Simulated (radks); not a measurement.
Coulomb parameter of the 4f shell of neutral praseodymium in the model configuration [Xe] 4f1.5 5d1.5 6s2, as a second difference U = [E(n + 0.5) + E(n - 0.5) - 2 E(n)] / (0.5)^2 with all orbitals relaxed. "Bare": the charge of the atom changes with n. "Screened": the 5d shell takes up the change at fixed total charge, which measures U(4f,4f) + U(5d,5d) - 2 U(4f,5d). All-electron calculation, scalar-relativistic Kohn-Sham, r2SCAN, spin-unpolarised, spherical densities, finite nucleus; meta-GGA in the generalised Kohn-Sham scheme; Fermi nuclear charge, rms radius 4.8919 fm. Program: a radial shooting solver on a logarithmic mesh with Libxc functionals.

case	configuration	E - E(n) (eV)
start	[Xe] 4f1.5 5d1.5 6s2	0.000
bare +0.5	[Xe] 4f2 5d1.5 6s2	-2.850
bare -0.5	[Xe] 4f1 5d1.5 6s2	6.222
screened +0.5	[Xe] 4f2 5d1 6s2	-2.113
screened -0.5	[Xe] 4f1 5d2 6s2	3.370

U(bare) = 13.487 eV, U(screened by 5d) = 5.029 eV, against the Slater integral F0(4f,4f) = 25.331 eV with frozen orbitals. The step up makes a negative ion, whose loosely bound charge lowers the bare value.
